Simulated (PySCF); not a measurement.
Predicted microwave data (PBE0/pcSseg-1 in PySCF (dipole) on a GFN2-xTB geometry, gas phase) for one isomer of C5H5NO3Si:

| Item | Value |
| --- | --- |
| Rotational constants | A = 1873, B = 528.4, C = 436.7 MHz |
| Dipole components | \|μa\| = 1.50 D, \|μb\| = 3.52 D, \|μc\| = 0.76 D |
| Inertial defect | -68.81 u·Å² |
| κ | -0.87 |

**Question.** Which structure is it? (One computed conformer of each.)
A. `[N:1]#[C:2][Si@@H:3]([CH:4]=[O:5])/[CH:6]=[CH:7]/[O:8][CH:9]=[O:10]` with C2–Si3–C4–O5 -135°, C2–Si3–C6–C7 5°, C6–C7–O8–C9 -178°, C7–O8–C9–O10 0°
B. `[N:1]#[C:2][Si@H:3]([CH:4]=[O:5])/[CH:6]=[CH:7]\[C:8](=[O:9])[OH:10]` with C2–Si3–C4–O5 -156°, C2–Si3–C6–C7 69°, C6–C7–C8–O9 -2°, C7–C8–O10–H 180°

**Answer.** A. It is N#C[Si@@H](C=O)/C=C/OC=O, an asymmetric top, point group C1. The candidates at the same level (rigid rotor, commonest isotopes):

```tsv
SMILES	A (MHz)	B (MHz)	C (MHz)	μa (D)	μb (D)	μc (D)	Δ (u·Å²)	point group	rotor
N#C[Si@H](C=O)/C=C\C(=O)O	1355	1023	811.4	2.81	0.53	1.63	-244.38	C1	asymmetric top
N#C[Si@@H](C=O)/C=C/OC=O	1873	528.4	436.7	1.50	3.52	0.76	-68.81	C1	asymmetric top
```

`N#C[Si@H](C=O)/C=C\C(=O)O` has B 94 % too high. No structure here is proved a minimum.
